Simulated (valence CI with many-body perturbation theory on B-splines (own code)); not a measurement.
## Hyperfine factors and g values of Tb52+

Computed by configuration interaction combined with many-body perturbation theory (CI+MBPT): three valence electrons over a frozen Dirac-Fock core [Ne], a basis of 11 s, 11 p, 9 d, 7 f, 5 g, 2 h, 1 i functions for each j, with the one-electron correlation potential Σ1, the two-electron term Σ2, the three-electron term Σ3, Breit, model QED; selected CI, second order for the rest (own B-spline code, finite nucleus).

No measured spectrum was set against this ion. As an estimate, large intervals hold to a few tenths of a per cent, small ones and those within an open d or f shell to about a per cent.

A/g_I is the dipole constant over the nuclear g factor μ/I (μ in nuclear magnetons, uniformly magnetised nucleus), B/Q the quadrupole constant per barn. Both hold the static response of the core; the bare values leave it out. Large factors of s and p1/2 electrons are usually good to 5 to 10 %; those of open d and f shells near neutrality can be off by tens of per cent, and small factors of p3/2, d and f electrons come from cancelling terms and can be off by a factor of two or in sign, in half-filled shells by more. B is blank for J = 1/2, where it vanishes, and for nearly pure S terms. Energies count from the lowest level.

Levels are named by their leading jj configuration (3d3/2^4 stands for four electrons in 3d with j = 3/2), which in mixed levels can hold well under half, so a name can repeat and another be missing. Letters in brackets count levels of one name in rising energy.

```tsv
Level	E (Ry)	g	A/g_I (MHz)	A/g_I bare	B/Q (MHz/b)	B/Q bare
(3s^2 3p1/2) J=1/2	0.000	0.652	1050000	1020000		
(3s 3p1/2^2) J=1/2	9.995	2.172	3160000	3090000		
(3s^2 3p3/2) J=3/2	14.463	1.324	141000	141000	272000	268000
(3s 3p1/2 3p3/2) J=3/2 [a]	22.652	1.644	760000	746000	220000	217000
(3s 3p1/2 3p3/2) J=5/2	23.752	1.349	917000	899000	198000	196000
(3s 3p1/2 3p3/2) J=3/2 [b]	25.136	0.958	67600	69000	157000	155000
(3s 3p1/2 3p3/2) J=1/2	25.763	1.235	-1090000	-1060000		
(3s^2 3d3/2) J=3/2	28.973	0.829	39300	41900	53900	55000
(3s^2 3d5/2) J=5/2	31.720	1.210	67000	68300	41100	43000
(3p1/2^2 3p3/2) J=3/2	35.073	1.182	93000	95400	209000	206000
(3s 3p1/2 3d3/2) J=3/2 [a]	36.080	0.601	-209000	-202000	83800	84000
(3s 3p1/2 3d3/2) J=5/2	36.884	1.033	863000	846000	9760	11700
(3s 3p3/2^2) J=5/2	38.013	1.411	747000	733000	93300	92000
(3s 3p1/2 3d3/2) J=1/2	38.511	0.382	-1280000	-1250000		
(3s 3p1/2 3d3/2) J=3/2 [b]	38.793	1.302	762000	749000	42600	42500
(3s 3p1/2 3d5/2) J=5/2 [a]	40.226	1.350	305000	302000	49700	51400
(3s 3p3/2^2) J=1/2	40.255	1.897	3240000	3160000		
(3s 3p3/2^2) J=3/2	40.681	1.196	-471000	-456000	-57100	-56200
(3s 3p1/2 3d5/2) J=7/2	41.005	1.245	622000	611000	2800	5390
(3s 3p1/2 3d5/2) J=5/2 [b]	41.686	1.044	24200	26700	64500	65600
(3s 3p1/2 3d5/2) J=3/2	42.026	1.119	-628000	-610000	19400	20700
(3p1/2^2 3d3/2) J=3/2	48.256	0.769	78000	78000	43700	45300
(3p1/2 3p3/2^2) J=5/2	49.163	1.158	392000	386000	40000	39600
(3p1/2 3p3/2^2) J=3/2	49.453	1.397	-13000	-6500	26500	26200
(3p1/2 3p3/2^2) J=1/2	50.418	0.685	1140000	1110000		
(3s 3p3/2 3d3/2) J=3/2 [a]	51.431	1.310	425000	419000	-8280	-9410
(3s 3p3/2 3d3/2) J=1/2 [a]	51.527	2.245	1420000	1390000		
(3s 3p3/2 3d3/2) J=5/2 [a]	51.573	1.246	387000	382000	89500	87700
(3s 3p3/2 3d3/2) J=7/2	51.811	1.257	532000	524000	255000	253000
(3p1/2^2 3d5/2) J=5/2	52.375	1.194	24900	28700	37400	39400
(3s 3p3/2 3d3/2) J=3/2 [b]	53.422	0.988	71800	73400	-147000	-145000
(3s 3p3/2 3d5/2) J=9/2	53.442	1.324	423000	417000	334000	331000
(3s 3p3/2 3d3/2) J=5/2 [b]	54.440	0.971	-106000	-99800	179000	178000
(3s 3p3/2 3d3/2) J=1/2 [b]	54.719	0.608	478000	469000		
(3s 3p3/2 3d5/2) J=5/2 [a]	54.913	1.317	619000	608000	-140000	-137000
(3s 3p3/2 3d5/2) J=7/2 [a]	55.552	1.214	234000	231000	220000	219000
(3s 3p3/2 3d5/2) J=3/2 [a]	55.673	1.161	-221000	-212000	-141000	-139000
(3s 3p3/2 3d5/2) J=7/2 [b]	56.679	1.197	29800	32700	173000	173000
(3s 3p3/2 3d5/2) J=1/2	57.340	0.695	-849000	-827000		
(3s 3p3/2 3d5/2) J=3/2 [b]	57.953	1.302	750000	735000	84700	84700
```

Task: Take the isotope of mass number 159, with I = 3/2, μ = 2.009 μN and Q = 1.432 b. What is the hyperfine structure of (3s 3p1/2 3p3/2) J=5/2?

Result: From the table A = 1230000 MHz, B = 284000 MHz. Shifts from the centre of gravity in MHz: F = 1: -6260000, F = 2: -4030000, F = 3: -464000, F = 4: 4680000.
